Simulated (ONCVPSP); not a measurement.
**How hard is this Si (Z = 14) ONCV potential?**

- Element: Si
- Generator: ONCVPSP 4.0.1
- Type: optimised norm-conserving Vanderbilt (ONCV)
- Functional: PBE
- Relativity: scalar-relativistic
- Frozen core: [Ne]
- Valence charge: 4
- Reference configuration: 3s2 3p1 (charge +1)
- Partial waves: 3s: rc 1.30 bohr, ncon 3, nbas 7, qcut 5.7 1/bohr, 1 projector; 3p: rc 2.05 bohr, ncon 4, nbas 7, qcut 3.7 1/bohr, 2 projectors, debl 3.1 Ha
- Local potential: polynomial inside 1.05 bohr (lpopt 5, dvloc0 0 Ha)
- Core correction: none

Q: For each optimised wave give the share of its norm inside rc, the residual kinetic energy above qcut (Ha) and the cutoffs (Ha) for errors of 10, 1, 0.1 and 0.01 mHa per electron.

A:

```json
{"wave": "3s", "norm inside rc": "0.140", "residual KE": "5.6e-04", "10 mHa": "4.9", "1 mHa": "13.5", "0.1 mHa": "59.3", "0.01 mHa": "145.8"}
{"wave": "3p", "norm inside rc": "0.379", "residual KE": "1.7e-04", "10 mHa": "2.3", "1 mHa": "3.4", "0.1 mHa": "8.6", "0.01 mHa": "29.7"}
{"wave": "p projector 2", "norm inside rc": "0.150", "residual KE": "8.5e-03", "10 mHa": "6.1", "1 mHa": "11.4", "0.1 mHa": "36.2", "0.01 mHa": "44.6"}
```

The occupied waves need 13 Ha and 59 Ha for 1 and 0.1 mHa. Note: no bound ghost flagged; GHOST(+) flagged for s at 4.2 eV.
